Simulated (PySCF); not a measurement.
GaGe⁺: from constants to spectrum

BP86 constants of GaGe⁺, ³Π (triplet), unpaired electrons σ ↑, π ↑ (Ga pcseg-1, Ge pcseg-1; no relativity (PySCF 2.14); masses 68.9256 and 73.9212 u):

| Property | Result |
| --- | --- |
| ωe | 111.6 cm⁻¹ |
| ωexe | 0.653 cm⁻¹ |
| Be | 0.055487 cm⁻¹ |
| αe | 0.000448 cm⁻¹ |
| D (centrifugal) | 5.49e-08 cm⁻¹ |
| De to Ga⁺ + Ge | 1.11 eV |

**Question.** Give the vibrational terms G(v) and spacings up to v = 6.

**Answer.** G(v) = ωe(v+½) − ωexe(v+½)².

```json
{"v": "0", "G(v) (cm⁻¹)": "55.6", "G(v) − G(v−1)": "", "Bv (cm⁻¹)": "0.05526"}
{"v": "1", "G(v) (cm⁻¹)": "165.9", "G(v) − G(v−1)": "110.3", "Bv (cm⁻¹)": "0.05482"}
{"v": "2", "G(v) (cm⁻¹)": "274.9", "G(v) − G(v−1)": "109.0", "Bv (cm⁻¹)": "0.05437"}
{"v": "3", "G(v) (cm⁻¹)": "382.6", "G(v) − G(v−1)": "107.7", "Bv (cm⁻¹)": "0.05392"}
{"v": "4", "G(v) (cm⁻¹)": "489.0", "G(v) − G(v−1)": "106.4", "Bv (cm⁻¹)": "0.05347"}
{"v": "5", "G(v) (cm⁻¹)": "594.0", "G(v) − G(v−1)": "105.1", "Bv (cm⁻¹)": "0.05302"}
{"v": "6", "G(v) (cm⁻¹)": "697.8", "G(v) − G(v−1)": "103.8", "Bv (cm⁻¹)": "0.05258"}
```

**Question.** How well does the Morse estimate ωe²/(4ωexe) reproduce De, and what is D0?

**Answer.** It gives 0.59 eV, 53 % of the computed De. D0 = De − G(0) = 1.11 − 0.01 = 1.10 eV.

Spin–orbit coupling is left out. For an ion De counts to the pair picked by the measured ionisation energies or electron affinities, which need not be the lowest pair at this level. The state is the lowest determinant that a PBE0 search found; another state may lie lower at other levels.
